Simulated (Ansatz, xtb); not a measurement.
## C4H6BrF: which of two isomers lies lower

Structure a is `FC1(Br)CCC1`, a singlet and structure b is `F[C@H]1C[C@@H](Br)C1`, a singlet. Both are isolated molecules in the gas phase, relaxed with B3LYP/def2-SVP.

Quicker runs give these differences E(b) − E(a): GFN2-xTB +0.34 kcal/mol; HF/STO-3G +2.89 kcal/mol (at GFN2-xTB geometries); r2SCAN-D4/def2-SVP +1.28 kcal/mol (at GFN2-xTB geometries).

Q: Estimate E(b) − E(a) at the level CCSD(T)/def2-SVP + ΔMP2/def2-TZVPP.

A: CCSD(T)/def2-SVP + ΔMP2/def2-TZVPP gives E(b) − E(a) = +0.25 kcal/mol, slightly favouring structure a, which is too small a margin to settle the true order.

Level by level:

| level | geometry | E(b) − E(a) (kcal/mol) | departure from the last row (kcal/mol) | job, with rough time for the two |
| --- | --- | --- | --- | --- |
| GFN2-xTB | GFN2-xTB | +0.34 | +0.09 | optimisation, 0.73 s |
| HF/STO-3G | GFN2-xTB | +2.89 | +2.63 | single point, 2.2 s |
| r2SCAN-D4/def2-SVP | GFN2-xTB | +1.28 | +1.03 | single point, 12 s |
| B3LYP/def2-SVP | B3LYP/def2-SVP | +0.41 | +0.16 | optimisation, 2.9 min |
| HF/def2-SVP | B3LYP/def2-SVP | −1.74 | −2.00 | part of the CCSD(T) run |
| MP2/def2-SVP | B3LYP/def2-SVP | +0.66 | +0.41 | part of the CCSD(T) run |
| CCSD(T)/def2-SVP | B3LYP/def2-SVP | +0.51 | +0.26 | single point |
| CCSD(T)/def2-SVP + ΔMP2/def2-TZVPP | B3LYP/def2-SVP | +0.25 |  | single point, 3.3 min |

As drawn, both hold the same kinds of bond in the same numbers.

The largest departure from CCSD(T)/def2-SVP + ΔMP2/def2-TZVPP is that of HF/STO-3G, 2.63 kcal/mol. The last row adds to CCSD(T) the change of the MP2 difference between the two basis sets, here −0.26 kcal/mol.

With thermal terms from frequencies at re-optimised GFN2-xTB minima (ideal gas, soft modes damped towards free rotors, one conformer each, 298.15 K, 1 atm): on the last row, ΔE + ΔZPE = +0.43, ΔH = +0.32, ΔG = +0.42 kcal/mol.

The correlated steps freeze 14 core orbitals; the filled d shell of Br is correlated, in a basis made for valence electrons. Mirror images aren't counted in ΔG. Codes used: Ansatz 0.2.0, xtb 6.7.1; the last row on 2 threads of Intel(R) Xeon(R) Processor @ 2.50GHz (Skylake/Cascade Lake) on a shared host.
